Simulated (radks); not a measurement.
Re I, configuration [Xe] 4f14 5d5 6s2. All-electron calculation, Dirac Kohn-Sham, PBE, spin-unpolarised, spherical densities, point nucleus; open shells fill j = l - 1/2 first. Program: a radial shooting solver on a logarithmic mesh with Libxc functionals.

Unscreened Slater integrals over Kohn-Sham orbitals (hartree). Large and small components are both included.

\begin{tabular}{lr}
integral & value \\ \hline
F0(5d5/2,5d5/2) & 0.46050 \\
F2(5d5/2,5d5/2) & 0.22909 \\
F4(5d5/2,5d5/2) & 0.14820 \\
F0(5d5/2,5d3/2) & 0.47110 \\
F2(5d5/2,5d3/2) & 0.23479 \\
G2(5d5/2,5d3/2) & 0.23452 \\
G4(5d5/2,5d3/2) & 0.15195 \\
F0(5d5/2,6s1/2) & 0.34075 \\
G2(5d5/2,6s1/2) & 0.10062 \\
F0(5d5/2,4f7/2) & 0.61473 \\
F2(5d5/2,4f7/2) & 0.12975 \\
F4(5d5/2,4f7/2) & 0.059120 \\
G1(5d5/2,4f7/2) & 0.046504 \\
G3(5d5/2,4f7/2) & 0.040966 \\
G5(5d5/2,4f7/2) & 0.032031 \\
F0(5d3/2,5d3/2) & 0.48240 \\
F2(5d3/2,5d3/2) & 0.24137 \\
F0(5d3/2,6s1/2) & 0.34457 \\
G2(5d3/2,6s1/2) & 0.093841 \\
F0(5d3/2,4f7/2) & 0.63977 \\
F2(5d3/2,4f7/2) & 0.14105 \\
G3(5d3/2,4f7/2) & 0.045803 \\
G5(5d3/2,4f7/2) & 0.035706 \\
F0(6s1/2,6s1/2) & 0.29275 \\
F0(6s1/2,4f7/2) & 0.38725 \\
G3(6s1/2,4f7/2) & 0.0099097 \\
F0(4f7/2,4f7/2) & 1.5745 \\
F2(4f7/2,4f7/2) & 0.76491 \\
F4(4f7/2,4f7/2) & 0.48338 \\
F6(4f7/2,4f7/2) & 0.34877 \\
\end{tabular}
